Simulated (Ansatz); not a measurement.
Species: sum formula H₃SiO₂, net charge 0, doublet state. It need not be the lowest isomer of its formula. 
Structure (B3LYP-D3(BJ)/def2-TZVP (Ansatz, a quantum-chemistry and plane-wave program) minimum search):
SMILES: O[SiH]O
```xyz
6

Si    -0.3570    -0.3703     0.0132
O     -0.7098     1.2051    -0.3306
O      1.2669    -0.6419     0.1788
H     -0.9050    -0.7721     1.3409
H     -0.3933     1.9005     0.2563
H      1.8401    -0.4495    -0.5687
```
Charge 0, spin multiplicity 2.

Quantity: atomisation energy (electronic, to ground-state atoms), in kcal/mol. Correlated levels leave the core frozen unless marked. Open shells are spin-unrestricted. Spin-orbit coupling is left out. No relativistic terms. The coupled-cluster limit lacks core correlation, which all-electron functionals hold. CBS(X,Y): correlation extrapolated as X^-3; Hartree-Fock from the larger set (for Q and 5 zeta extrapolated as (X+1)exp(-9√X)).

```json
[
 {"level": "HF/STO-3G", "program": "Ansatz", "atomisation energy (kcal/mol)": "323.8"},
 {"level": "HF/cc-pV(5+d)Z", "program": "Ansatz", "atomisation energy (kcal/mol)": "354.8"},
 {"level": "revPBE-D4/def2-TZVPD", "program": "Ansatz + dftd4", "atomisation energy (kcal/mol)": "496.5"},
 {"level": "r2SCAN-D4/def2-TZVPD", "program": "Ansatz + dftd4", "atomisation energy (kcal/mol)": "507.0"},
 {"level": "PBE0-D4/def2-TZVP", "program": "Ansatz + dftd4", "atomisation energy (kcal/mol)": "496.1"},
 {"level": "r2SCANh-D4/def2-TZVPD", "program": "Ansatz + dftd4", "atomisation energy (kcal/mol)": "501.8"},
 {"level": "CAM-B3LYP-D3(BJ)/def2-TZVPD", "program": "Ansatz + dftd3", "atomisation energy (kcal/mol)": "506.8"},
 {"level": "B2PLYP-D3(BJ)/def2-TZVPD", "program": "Ansatz + dftd3", "atomisation energy (kcal/mol)": "499.7"},
 {"level": "B2PLYP-D4/def2-TZVPD", "program": "Ansatz + dftd4", "atomisation energy (kcal/mol)": "499.4"},
 {"level": "MP2/STO-3G", "program": "Ansatz", "atomisation energy (kcal/mol)": "379.6"},
 {"level": "MP2/6-31G", "program": "Ansatz", "atomisation energy (kcal/mol)": "373.5"},
 {"level": "MP2/cc-pV(T+d)Z", "program": "Ansatz", "atomisation energy (kcal/mol)": "504.6"},
 {"level": "MP2/CBS(cc-pV(Q+d)Z,cc-pV(5+d)Z)", "program": "Ansatz", "atomisation energy (kcal/mol)": "524.3"},
 {"level": "SCS-MP2/aug-cc-pV(Q+d)Z", "program": "Ansatz", "atomisation energy (kcal/mol)": "515.2"},
 {"level": "SCS-MP2/cc-pV(5+d)Z", "program": "Ansatz", "atomisation energy (kcal/mol)": "517.2"},
 {"level": "CCSD/cc-pV(T+d)Z", "program": "Ansatz", "atomisation energy (kcal/mol)": "481.9"},
 {"level": "CCSD/cc-pV(5+d)Z", "program": "Ansatz", "atomisation energy (kcal/mol)": "496.3"},
 {"level": "CCSD(T)/STO-3G", "program": "Ansatz", "atomisation energy (kcal/mol)": "395.2"},
 {"level": "CCSD(T)/cc-pVTZ", "program": "Ansatz", "atomisation energy (kcal/mol)": "486.5"},
 {"level": "CCSD(T)/cc-pV(Q+d)Z", "program": "Ansatz", "atomisation energy (kcal/mol)": "501.8"},
 {"level": "CCSD(T)/CBS(cc-pV(Q+d)Z,cc-pV(5+d)Z)", "program": "Ansatz", "atomisation energy (kcal/mol)": "508.6"}
]
```
